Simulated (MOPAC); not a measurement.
A run for MOPAC: PM3 on CH5NSi (a complex), monomers drawn apart or pushed together.

```
PM3 1SCF PRECISE CHARGE=0 THREADS=1
CH5NSi

Si     0.14733437 1     0.13955350 1     0.02510142 1
H     -0.52057854 1     1.42005955 1     0.34303696 1
H     -0.59881188 1    -0.96454508 1     0.67923649 1
H      1.53250771 1     0.15005967 1     0.54314780 1
H      0.15037037 1    -0.08617688 1    -1.43614751 1
C     -0.64921418 1    -0.57382159 1     5.76580396 1
N     -0.34779553 1     0.02556873 1     6.69521302 1
H     -0.92614460 1    -1.12522379 1     4.89484826 1
```

The log:

```
*******************************************************************************
 **                                                                           **
 **                              MOPAC v23.2.5                                **
 **                                                                           **
 *******************************************************************************
 ** MOPAC's Digital Object Identifier: https://doi.org/10.5281/zenodo.6511958 **
 **                                                                           **
 ** Please cite the open-source release paper for use of this MOPAC version:  **
 ** J. E. Moussa and J. J. P. Stewart (2026)                                  **
 ** MOPAC: An open-source semiempirical molecular orbital program             **
 ** J. Open Source Softw., 11(119), 8025, https://doi.org/10.21105/joss.08025 **
 *******************************************************************************

                              PM3 CALCULATION RESULTS

 *******************************************************************************
 *  PM3        - The PM3 Hamiltonian to be used
 *
 *
 *
 *                 CHARGE ON SYSTEM = 0
 *
 *
 *
 *  PRECISE    - TIGHTER CRITERIA TO BE USED
 *  1SCF       - DO 1 SCF AND THEN STOP
 *  THREADS=1  - MULTI-THREADING NOT USED
 *  T=         - A TIME OF 172800.0 SECONDS REQUESTED
 *  DUMP=N     - RESTART FILE WRITTEN EVERY 7200.0 SECONDS REQUESTED
 *******************************************************************************
PM3 1SCF PRECISE CHARGE=0 THREADS=1
 CH5NSi

   ATOM   CHEMICAL          X               Y               Z
  NUMBER   SYMBOL      (ANGSTROMS)     (ANGSTROMS)     (ANGSTROMS)

     1      Si          0.14733437  *   0.13955350  *   0.02510142  *
     2       H         -0.52057854  *   1.42005955  *   0.34303696  *
     3       H         -0.59881188  *  -0.96454508  *   0.67923649  *
     4       H          1.53250771  *   0.15005967  *   0.54314780  *
     5       H          0.15037037  *  -0.08617688  *  -1.43614751  *
     6       C         -0.64921418  *  -0.57382159  *   5.76580396  *
     7       N         -0.34779553  *   0.02556873  *   6.69521302  *
     8       H         -0.92614460  *  -1.12522379  *   4.89484826  *



          CARTESIAN COORDINATES

    NO.       ATOM           X           Y           Z

     1        Si          0.1473      0.1396      0.0251
     2         H         -0.5206      1.4201      0.3430
     3         H         -0.5988     -0.9645      0.6792
     4         H          1.5325      0.1501      0.5431
     5         H          0.1504     -0.0862     -1.4361
     6         C         -0.6492     -0.5738      5.7658
     7         N         -0.3478      0.0256      6.6952
     8         H         -0.9261     -1.1252      4.8948

  H: (PM3): J. J. P. STEWART, J. COMP. CHEM. 10, 209 (1989).
  C: (PM3): J. J. P. STEWART, J. COMP. CHEM. 10, 209 (1989).
  N: (PM3): J. J. P. STEWART, J. COMP. CHEM. 10, 209 (1989).
 Si: (PM3): J. J. P. STEWART, J. COMP. CHEM. 10, 209 (1989).

           Empirical Formula: C H5 N Si  =     8 atoms



      MOLECULAR POINT GROUP   :   Cs


      RHF CALCULATION, NO. OF DOUBLY OCCUPIED LEVELS = 9


 -------------------------------------------------------------------------------
 PM3 1SCF PRECISE CHARGE=0 THREADS=1
 CH5NSi



     1SCF WAS SPECIFIED, SO BFGS WAS NOT USED
     SCF FIELD WAS ACHIEVED


                              PM3 CALCULATION
                                                       MOPAC v23.2.5 Linux




          FINAL HEAT OF FORMATION =         45.48094 KCAL/MOL =     190.29223 KJ/MOL


          COSMO AREA              =        142.08 SQUARE ANGSTROMS
          COSMO VOLUME            =        114.27 CUBIC ANGSTROMS

          IONIZATION POTENTIAL    =         11.908618 EV
          HOMO LUMO ENERGIES (EV) =        -11.909  0.500
          NO. OF FILLED LEVELS    =          9
          MOLECULAR WEIGHT        =         59.1427         POINT GROUP:  Cs

          MOLECULAR DIMENSIONS (Angstroms)

            Atom       Atom       Distance
            N     7    H     5     8.14737
            H     8    H     2     2.61076
            H     2    H     4     2.12062


          SCF CALCULATIONS        =          1





   ATOM   CHEMICAL          X               Y               Z
  NUMBER   SYMBOL      (ANGSTROMS)     (ANGSTROMS)     (ANGSTROMS)

     1      Si          0.14733437  *   0.13955350  *   0.02510142  *
     2       H         -0.52057854  *   1.42005955  *   0.34303696  *
     3       H         -0.59881188  *  -0.96454508  *   0.67923649  *
     4       H          1.53250771  *   0.15005967  *   0.54314780  *
     5       H          0.15037037  *  -0.08617688  *  -1.43614751  *
     6       C         -0.64921418  *  -0.57382159  *   5.76580396  *
     7       N         -0.34779553  *   0.02556873  *   6.69521302  *
     8       H         -0.92614460  *  -1.12522379  *   4.89484826  *

                             CARTESIAN COORDINATES

   1   Si        0.147334370     0.139553500     0.025101420
   2    H       -0.520578540     1.420059550     0.343036960
   3    H       -0.598811880    -0.964545080     0.679236490
   4    H        1.532507710     0.150059670     0.543147800
   5    H        0.150370370    -0.086176880    -1.436147510
   6    C       -0.649214180    -0.573821590     5.765803960
   7    N       -0.347795530     0.025568730     6.695213020
   8    H       -0.926144600    -1.125223790     4.894848260


           Empirical Formula: C H5 N Si  =     8 atoms



      MOLECULAR POINT GROUP   :   Cs


                  EIGENVALUES
 -31.38932 -19.78605 -16.88018 -13.34763 -13.34726 -12.56374 -11.95735 -11.95160
 -11.90862   0.49988   1.56755   1.56782   2.02776   2.10298   2.11187   2.17226
   6.54917


              NET ATOMIC CHARGES AND DIPOLE CONTRIBUTIONS

  ATOM NO.   TYPE          CHARGE      No. of ELECS.   s-Pop       p-Pop
    1         Si           0.471997        3.5280     0.91323     2.61477
    2          H          -0.116280        1.1163     1.11628
    3          H          -0.124546        1.1245     1.12455
    4          H          -0.116493        1.1165     1.11649
    5          H          -0.114646        1.1146     1.11465
    6          C          -0.158792        4.1588     1.27838     2.88041
    7          N          -0.067747        5.0677     1.74271     3.32504
    8          H           0.226507        0.7735     0.77349
 DIPOLE           X         Y         Z       TOTAL
 POINT-CHG.    -0.357    -0.731    -1.305     1.538
 HYBRID        -0.318    -0.627    -0.928     1.164
 SUM           -0.675    -1.358    -2.233     2.699


          ATOMIC ORBITAL ELECTRON POPULATIONS

     Atom    s        px        py        pz
    1 Si   0.91323   0.87099   0.86968   0.87410
    2  H   1.11628
    3  H   1.12455
    4  H   1.11649
    5  H   1.11465
    6  C   1.27838   0.95294   0.95846   0.96901
    7  N   1.74271   1.06098   1.09669   1.16737
    8  H   0.77349

 **********************
 *                    *
 * JOB ENDED NORMALLY *
 *                    *
 **********************




 == MOPAC DONE ==
```

The run finished.

Cost: roughly 0.03 core-seconds.
